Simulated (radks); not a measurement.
Species: Ca3+. Configuration: [Ne] 3s2 3p5. Method: Dirac Kohn-Sham, PBE, spin-unpolarised, spherical densities, point nucleus; open shells are shared between the two j in proportion to 2j + 1; computed with a radial shooting solver on a logarithmic mesh with Libxc functionals.

Unscreened Slater integrals over Kohn-Sham orbitals (eV). Large and small components are both included. Empty in this configuration: 3d3/2.

| integral | value |
|---|---|
| F0(3p3/2,3p3/2) | 20.327 |
| F2(3p3/2,3p3/2) | 10.289 |
| F0(3p3/2,3p1/2) | 20.382 |
| G2(3p3/2,3p1/2) | 10.313 |
| F0(3p3/2,3s1/2) | 21.024 |
| G1(3p3/2,3s1/2) | 14.031 |
| F0(3p3/2,2p3/2) | 27.547 |
| F2(3p3/2,2p3/2) | 5.2661 |
| G0(3p3/2,2p3/2) | 2.0952 |
| G2(3p3/2,2p3/2) | 2.1508 |
| F0(3p3/2,3d3/2) | 18.534 |
| F2(3p3/2,3d3/2) | 8.9659 |
| G1(3p3/2,3d3/2) | 11.204 |
| G3(3p3/2,3d3/2) | 6.8068 |
| F0(3p1/2,3p1/2) | 20.437 |
| F0(3p1/2,3s1/2) | 21.085 |
| G1(3p1/2,3s1/2) | 14.075 |
| F0(3p1/2,2p3/2) | 27.683 |
| G2(3p1/2,2p3/2) | 2.1529 |
| F0(3p1/2,3d3/2) | 18.578 |
| G1(3p1/2,3d3/2) | 11.230 |
| F0(3s1/2,3s1/2) | 21.805 |
| F0(3s1/2,2p3/2) | 28.919 |
| G1(3s1/2,2p3/2) | 2.3377 |
| F0(3s1/2,3d3/2) | 19.105 |
| G2(3s1/2,3d3/2) | 8.5559 |
| F0(2p3/2,2p3/2) | 75.885 |
| F2(2p3/2,2p3/2) | 35.479 |
| F0(2p3/2,3d3/2) | 23.474 |
| F2(2p3/2,3d3/2) | 3.9367 |
| G1(2p3/2,3d3/2) | 2.6453 |
| G3(2p3/2,3d3/2) | 1.4935 |
| F0(3d3/2,3d3/2) | 17.145 |
| F2(3d3/2,3d3/2) | 8.1957 |
